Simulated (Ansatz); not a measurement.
Geometry optimisation, DFT PBE-D3(BJ), scalar-relativistic, plane waves, PAW (Ansatz 0.2.0).

Input file:

```yaml
crystal:
  lattice:
    - [7.398, 0.0, 0.0]
    - [-3.699, 6.406856, 0.0]
    - [0.0, 0.0, 13.0]
  atoms:
    - { symbol: C, position: [0.0, 0.0, 0.0769231] }
    - { symbol: C, position: [0.2222222, 0.1111111, 0.0769231] }
    - { symbol: C, position: [0.0, 0.3333333, 0.0769231] }
    - { symbol: C, position: [0.2222222, 0.4444444, 0.0769231] }
    - { symbol: C, position: [0.0, 0.6666667, 0.0769231] }
    - { symbol: C, position: [0.2222222, 0.7777778, 0.0769231] }
    - { symbol: C, position: [0.3333333, 0.0, 0.0769231] }
    - { symbol: C, position: [0.5555556, 0.1111111, 0.0769231] }
    - { symbol: C, position: [0.3333333, 0.3333333, 0.0769231] }
    - { symbol: C, position: [0.5555556, 0.4444444, 0.0769231] }
    - { symbol: C, position: [0.3333333, 0.6666667, 0.0769231] }
    - { symbol: C, position: [0.5555556, 0.7777778, 0.0769231] }
    - { symbol: C, position: [0.6666667, 0.0, 0.0769231] }
    - { symbol: C, position: [0.8888889, 0.1111111, 0.0769231] }
    - { symbol: C, position: [0.6666667, 0.3333333, 0.0769231] }
    - { symbol: C, position: [0.8888889, 0.4444444, 0.0769231] }
    - { symbol: C, position: [0.6666667, 0.6666667, 0.0769231] }
    - { symbol: C, position: [0.8888889, 0.7777778, 0.0769231] }
    - { symbol: F, position: [0.7673507, 0.381773, 0.2146154] }
    - { symbol: H, position: [0.6596439, 0.3950054, 0.2453846] }
basis:
  ecutwfc: 420.0
kpoints:
  mp_grid: { grid: [2, 2, 1] }
hamiltonian:
  xc: pbe
  dispersion: d3bj
scf:
  occupations: { method: gaussian, width: 0.02 }
  lower_state_search: "off"
relax:
  f_tol: 0.03
  max_steps: 60
  adjacent_minimum: "off"
```

Run as:

```bash
$ ansatz run input.yaml --threads 1 --pin off --max-ram 3072MiB --backend cpu --events-out ev --progress --plain --runs-dir out
```

Q: Where does it end, and by what steps?

A: The forces met the threshold. The force dipped under the threshold on the way, but the program's further checks kept it going. Limits of this set-up: slab without dipole correction. After 24 steps the energy has fallen by 2.381 eV; F19 moved furthest, 1.55 Å.

```csv
step,energy less start (eV),largest force component (eV/Å),accepted
0,0.0000,6.627,yes
1,-1.2222,3.517,yes
2,-1.8220,1.800,yes
3,-2.0709,1.493,yes
4,-2.2256,0.450,yes
5,-2.2764,0.570,yes
6,-2.3289,0.322,yes
7,-2.3406,0.550,yes
8,-2.3579,0.228,yes
9,-2.2210,3.149,no
10,-2.3609,0.358,yes
11,-2.3673,0.653,yes
12,-2.3600,1.215,no
13,-2.3743,0.473,yes
14,-2.3783,0.108,yes
15,-2.3315,1.002,no
16,-2.3796,0.033,yes
17,-2.3801,0.080,yes
18,-2.3804,0.061,yes
19,-2.3807,0.163,yes
20,-2.3811,0.025,yes
21,-2.3811,0.025,yes
22,-2.3813,0.007,yes
23,-2.3814,0.042,yes
24,-2.3814,0.017,yes
```

```xyz
20
Lattice="7.3980 0.0000 0.0000 -3.6990 6.4069 0.0000 0.0000 0.0000 13.0000" Properties=species:S:1:pos:R:3
C 0.045 0.015 0.933
C 1.289 0.722 0.932
C -1.188 2.151 0.933
C 0.056 2.859 0.933
C -2.421 4.287 0.931
C -1.176 4.994 0.932
C 2.510 0.015 0.932
C 3.756 0.720 0.933
C 1.276 2.151 0.933
C 2.520 2.859 0.934
C 0.044 4.287 0.933
C 1.289 4.994 0.933
C 4.977 0.015 0.933
C 6.222 0.722 0.934
C 3.744 2.151 0.937
C 4.991 2.859 0.933
C 2.510 4.289 0.933
C 3.755 4.994 0.932
F 3.384 2.380 4.062
H 3.392 2.360 3.123
```

The run took 2.9 min on 1 thread of Arm Neoverse V1 (shared host), peak memory 0.68 GiB.
